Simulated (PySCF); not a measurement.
## Continuum solvent and chemical shifts

Bonds (- single, = double, # triple, : aromatic): F1-C2, C2-F3, C2-C4, C4-C5, C5-Si6, Si6-C7, C7-C8, C8-O9, O9-C4. C2 carries H10; C4 carries H11; C5 carries H12, H13; Si6 carries H14, H15; C7 carries H16, H17; C8 carries H18, H19. Stereochemistry as in FC(F)[C@H]1C[SiH2]CCO1. H12, H14, H16, H19 are cis to C2 on the ring; H13, H15, H17, H18 are trans to C2 on the ring.

GIAO PBE0/pcSseg-1 in PySCF 2.14.0 with density-fitted response routines on one PBE0-D3(BJ)/def2-SVP conformer, non-relativistic, equivalent nuclei averaged. Solvents enter as an IEF-PCM continuum (chloroform with ε = 4.7, water with ε = 78.4) around the gas-phase geometry. Shifts are referred to CFCl3, TMS computed in the same medium.

Gas phase, δ in ppm: F1 -146.7, F3 -153.7, C2 117.9, C4 78.5, C8 69.7, C7 9.4, C5 3.5, Si6 -45.0, H10 5.73, H19 4.34, H14 4.29, H15 4.23, H18 3.32, H11 3.09. Dipole moment 2.42 D.

Q: How does each δ change in the continuum?

A: 
```json
{"atoms": "F1", "environment": "fluorine of a CF2 group", "Δδ, chloroform": "-1.1", "Δδ, water": "-1.2"}
{"atoms": "F3", "environment": "fluorine of a CF2 group", "Δδ, chloroform": "-2.5", "Δδ, water": "-3.6"}
{"atoms": "C2", "environment": "sp3 CH bonded to 2 F", "Δδ, chloroform": "+1.2", "Δδ, water": "+1.7"}
{"atoms": "C4", "environment": "sp3 CH bonded to O", "Δδ, chloroform": "+0.1", "Δδ, water": "+0.1"}
{"atoms": "C8", "environment": "sp3 CH2 bonded to O", "Δδ, chloroform": "+0.6", "Δδ, water": "+0.8"}
{"atoms": "C7", "environment": "sp3 CH2 bonded to Si", "Δδ, chloroform": "+0.5", "Δδ, water": "+0.8"}
{"atoms": "C5", "environment": "sp3 CH2 bonded to Si", "Δδ, chloroform": "+0.6", "Δδ, water": "+0.8"}
{"atoms": "Si6", "environment": "silicon bonded to 2 C, 2 H, in a 6-membered ring", "Δδ, chloroform": "+0.3", "Δδ, water": "+0.4"}
{"atoms": "H10", "environment": "hydrogen on an sp3 CH bonded to 2 F", "Δδ, chloroform": "+0.14", "Δδ, water": "+0.20"}
{"atoms": "H19", "environment": "hydrogen on an sp3 CH2 bonded to O", "Δδ, chloroform": "+0.03", "Δδ, water": "+0.03"}
{"atoms": "H14", "environment": "hydrogen on a silicon bonded to 2 C, in a 6-membered ring", "Δδ, chloroform": "-0.07", "Δδ, water": "-0.11"}
{"atoms": "H15", "environment": "hydrogen on a silicon bonded to 2 C, in a 6-membered ring", "Δδ, chloroform": "-0.06", "Δδ, water": "-0.08"}
{"atoms": "H18", "environment": "hydrogen on an sp3 CH2 bonded to O", "Δδ, chloroform": "+0.15", "Δδ, water": "+0.24"}
{"atoms": "H11", "environment": "hydrogen on an sp3 CH bonded to O", "Δδ, chloroform": "+0.21", "Δδ, water": "+0.33"}
```

Changes are relative to the gas phase. The dipole moment becomes 2.83 D in chloroform, 3.03 D in water.

Q: Which nuclei move most (in ppm), and what does the model miss?

A: F3 (fluorine of a CF2 group, -3.6 ppm) in water. A continuum only polarises the solute; specific hydrogen bonds, the anisotropy of aromatic solvents and changes of geometry or conformer are outside it.
